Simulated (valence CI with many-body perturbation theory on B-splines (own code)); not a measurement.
The numbers below are computed, except where a source is named.
A CI+MBPT run for Pb⁴³⁺

Level of theory: valence CI with perturbative core correlation (CI+MBPT): three valence electrons over a frozen Dirac-Fock core [Kr], radial functions for each j: 6 s, 6 p, 5 d, 5 f, 1 g, with the one-electron correlation potential Σ1 (screened to all orders), the two-electron term Σ2, the three-electron term Σ3, Breit, model QED; selected single and double excitations, second order for the rest, scaled by the run's own slope (own B-spline code, finite nucleus).

Command, and the settings that its task file holds:

```sh
python run_cv.py task.json out
```

```
atom Pb  Z=82  mass_number=208  rms_radius_fm=5.5012
core [Kr]
valence 4d3
avg = 1
basis = S
breit = 1
cap = 10000
capref = 1200
cscale = 1
de = 0.0
dress = 0
eps = 2e-08
extrap = 1
h = 0.27
hh = 1
l2 = 3
lcore = 6
maxit = 60
n2 = 5
natural = 1
nlev = 20
nno = [3, 3, 3, 3, 1]
nroot = 26
ns = 4
nsp = [3, 3, 2, 2, 0]
pt2 = 1
qed = 1
rpa = 1
s1 = 1
s2 = 1
s3 = 1
screen = 1
tol = 2e-05
whole = 1
```

It took 17 s on 1 thread of AMD EPYC 7R13 Processor (Zen 3), on a shared host.

Log. The first blocks belong to the next ion, which gives the ionisation energy. Fields: 2J, parity (1 odd), roots, reference size, generating configurations, candidates as configurations/state functions, variational space P, stored matrix elements, Davidson steps; e2 is the range of second-order energies in hartree. The first line gives the box (bohr), its intervals, the orbitals and the steps of their self-consistent field. Window is the range of levels sought, series limit the energy at which the first omitted orbital would enter, core excitation an estimate of the first excitation out of the core, left out the lowest levels not solved, and shifts from estimates the range by which levels moved from their first estimate, all in cm⁻¹.

```
rmax 3.4 intervals 57 orbitals 40 references ['4d3', '4d2 4f', '4d 4f2', '4d2 5s', '4d2 5p'] scf 3 t 1.3
2J=4 par=0 roots 2 ref 42 generators 2 cand 293/293 P 294/294 nnz 0 it 0
2J=4 par=0 roots 2 ref 42 generators 5 cand 41/41 P 321/321 nnz 0 it 0
   second order: generators 8 cand 14/14 e2 -0.00000 -0.00000
2J=0 par=0 roots 2 ref 17 generators 4 cand 108/108 P 123/123 nnz 0 it 0
2J=0 par=0 roots 2 ref 17 generators 4 cand 2/2 P 125/125 nnz 0 it 0
   second order: generators 6 cand 0/0 e2 -0.00000 -0.00000
2J=6 par=0 roots 2 ref 32 generators 2 cand 250/250 P 172/172 nnz 0 it 0
2J=6 par=0 roots 2 ref 32 generators 2 cand 110/110 P 197/197 nnz 0 it 0
   second order: generators 6 cand 85/85 e2 -0.00000 -0.00000
reference levels 528, estimated 19, window 849573 1/cm; series limit 8714549, core excitation 1514641
2J=3 par=0 roots 5 ref 57 generators 7 cand 913/2149 P 667/1696 nnz 0 it 4
2J=3 par=0 roots 5 ref 57 generators 10 cand 796/1862 P 807/2086 nnz 0 it 4
   second order: generators 11 cand 890/1948 e2 -0.00000 -0.00000
2J=5 par=0 roots 5 ref 67 generators 5 cand 966/2693 P 686/2003 nnz 0 it 4
2J=5 par=0 roots 5 ref 67 generators 8 cand 819/2299 P 810/2434 nnz 0 it 4
   second order: generators 10 cand 999/2613 e2 -0.00000 -0.00000
2J=7 par=0 roots 3 ref 61 generators 2 cand 282/695 P 618/1739 nnz 0 it 3
2J=7 par=0 roots 3 ref 61 generators 6 cand 838/2430 P 728/2087 nnz 0 it 4
   second order: generators 8 cand 1062/3017 e2 -0.00001 -0.00000
2J=9 par=0 roots 3 ref 50 generators 3 cand 219/433 P 520/1374 nnz 0 it 3
2J=9 par=0 roots 3 ref 50 generators 8 cand 797/2053 P 598/1585 nnz 0 it 4
   second order: generators 9 cand 719/1842 e2 -0.00000 -0.00000
2J=1 par=0 roots 2 ref 32 generators 2 cand 259/398 P 574/917 nnz 0 it 0
2J=1 par=0 roots 2 ref 32 generators 6 cand 696/1098 P 708/1147 nnz 0 it 0
   second order: generators 7 cand 562/868 e2 -0.00000 -0.00000
2J=11 par=0 roots 1 ref 31 generators 1 cand 218/398 P 360/801 nnz 0 it 0
2J=11 par=0 roots 1 ref 31 generators 3 cand 692/1587 P 424/961 nnz 0 it 0
   second order: generators 5 cand 962/2362 e2 -0.00000 -0.00000
left out: unestimated 2024625, estimated none, shifts from estimates -17 to 3
operators 2.1
```

The Davidson iterations converged.

No measured spectrum was set against this ion. As an estimate, large intervals hold to a few tenths of a per cent, small ones and those within an open d or f shell to about a per cent. Only levels of the ground parity were solved; by the run's estimate the other parity begins above the list, which can be wrong where configurations are misplaced.

```yaml
Valence_energy: -245.9093 hartree
Ionisation_energy: "2164.5 eV (NIST: 2163 ± 4 eV (theoretical))"
Reference_configurations_for_the_orbitals: 4d3, 4d2 4f, 4d 4f2, 4d2 5s, 4d2 5p
Radial_orbitals: 40
Box_radius: 3.394 bohr
Largest_variational_space: 2434
Lowest_levels: (4d3/2^3) J=3/2 0.000, (4d3/2^2 4d5/2) J=5/2 [a] 28.143, (4d3/2^2 4d5/2) J=3/2 30.794, (4d3/2^2 4d5/2) J=7/2 32.910, (4d3/2^2 4d5/2) J=9/2 33.054, (4d3/2^2 4d5/2) J=1/2 33.258, (4d3/2^2 4d5/2) J=5/2 [b] 43.448, (4d3/2 4d5/2^2) J=7/2 [a] 60.410, (4d3/2 4d5/2^2) J=9/2 62.678, (4d3/2 4d5/2^2) J=3/2 [a] 64.580, (4d3/2 4d5/2^2) J=1/2 65.948, (4d3/2 4d5/2^2) J=5/2 [a] 66.461, (4d3/2 4d5/2^2) J=11/2 67.081, (4d3/2 4d5/2^2) J=5/2 [b] 70.498 eV
```

Levels are named by their leading jj configuration (3d3/2^4 stands for four electrons in 3d with j = 3/2), which in mixed levels can hold well under half, so a name can repeat and another be missing. Letters in brackets count levels of one name in rising energy.
